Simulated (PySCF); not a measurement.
Mg(Br)(SeH) (BrHMgSe), SMILES [SeH][Mg][Br]. Geometry optimised at B3LYP-D3(BJ)/def2-TZVP. One conformer was computed; it need not be the lowest.

These are B3LYP-D3(BJ)/def2-TZVP run with PySCF values and carry that method's errors.

Harmonic wavenumbers (cm⁻¹): 83, 90, 182, 484, 498, 2383. Rotational constants (GHz): 233.3, 0.5606, 0.5592; symmetry number 1.

Question: Work out the zero-point energy and the ideal-gas rigid-rotor harmonic-oscillator thermochemistry at 298.15 K and 1 atm.

Answer: ZPE = ½ Σ hcν = ½ × 3720 cm⁻¹ = 22.25 kJ/mol. H − E(el) = 38.92 kJ/mol. Entropy in J/(mol K): translation 173.80, rotation 108.32, vibration 46.64, total 328.76. G − E(el) = -59.10 kJ/mol. Cp = 68.08 J/(mol K). Modes under 150 cm⁻¹ make the vibrational entropy uncertain.
